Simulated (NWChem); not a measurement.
Molecule: C$_{5}$H$_{5}$F; SMILES FC1=CCC=C1

```xyz
11

F      0.0196    -2.0643     0.0000
C     -0.0373    -0.7409     0.0000
C     -1.1487     0.0194     0.0000
C     -0.7031     1.4463     0.0000
C      0.7931     1.3683     0.0000
C      1.1726     0.0745     0.0000
H     -2.1797    -0.3300     0.0000
H     -1.0755     2.0014     0.8815
H     -1.0755     2.0014    -0.8815
H      1.4501     2.2388     0.0000
H      2.1862    -0.3282     0.0000
```
Atoms are numbered in this order, from 1.

Computed with NWChem. STO-3G and 3-21G are far too small for this property and stand as cheap habits. All runs use the structure optimised with PBE0/def2-SVP. Field at 589 nm.

Task: Estimate the computed values for B3LYP/STO-3G. Quantities: isotropic polarisability (bohr³); anisotropy (bohr³).

Result: 
```
Property                          Result
--------------------------------  ------
isotropic polarisability (bohr³)    28.1
anisotropy (bohr³)                  27.3
```
